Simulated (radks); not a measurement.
Sr23+, configuration [Ne] 3s2 3p3.

All-electron calculation, scalar-relativistic Kohn-Sham, r2SCAN, spin-unpolarised, spherical densities, finite nucleus; meta-GGA in the generalised Kohn-Sham scheme; Fermi nuclear charge, rms radius 4.224 fm. Program: a radial shooting solver on a logarithmic mesh with Libxc functionals.

Energy parts (hartree):
| part | energy |
|---|---|
| total | -2841.31405 |
| kinetic | 2922.68790 |
| electron-nucleus | -6228.80509 |
| Hartree | 537.48940 |
| exchange-correlation | -72.68626 |

Orbitals (lengths in bohr, moments of r in powers of bohr; <r^-3> diverges for s and p1/2):
1s: occ. 2; eigenvalue (hartree) -624.8089; <r^4> 0.00001104; <r> 0.03916
2s: occ. 2; eigenvalue (hartree) -116.3584; <r^4> 0.001978; <r> 0.1702
2p: occ. 6; eigenvalue (hartree) -107.6777; <r^4> 0.001409; <r^-3> 1842; <r> 0.1483
3s: occ. 2; eigenvalue (hartree) -42.29467; <r^4> 0.06353; <r> 0.4283
3p: occ. 3; eigenvalue (hartree) -39.44326; <r^4> 0.06146; <r^-3> 412.7; <r> 0.4182
3d: occ. 0; eigenvalue (hartree) -35.50997; <r^4> 0.04445; <r^-3> 60.75; <r> 0.3754
4s: occ. 0; eigenvalue (hartree) -20.89926; <r^4> 0.8135; <r> 0.8257

The highest occupied level is 3p at -1073.3 eV. The density falls to 0.001 e/bohr^3 at r = 1.13 bohr. For comparison, the ionisation energy in NIST's Atomic Spectra Database is 1105 eV (semi-empirical). In exact Kohn-Sham theory the highest level is minus the ionisation energy, but local and semilocal functionals leave it too shallow, through self-interaction and a potential that decays too fast; potentials with the right tail come closer. Summed over all electrons, <r^2> = 1.254 bohr^2, which gives a Langevin (diamagnetic) susceptibility term of -0.993 x 10^-6 cm^3/mol. The electron density at the nucleus is 6.231e+04 e/bohr^3 (large components only).

Beside tabulated values, note that spin-unpolarised runs miss the spin-polarisation part of the exchange energy of open shells.
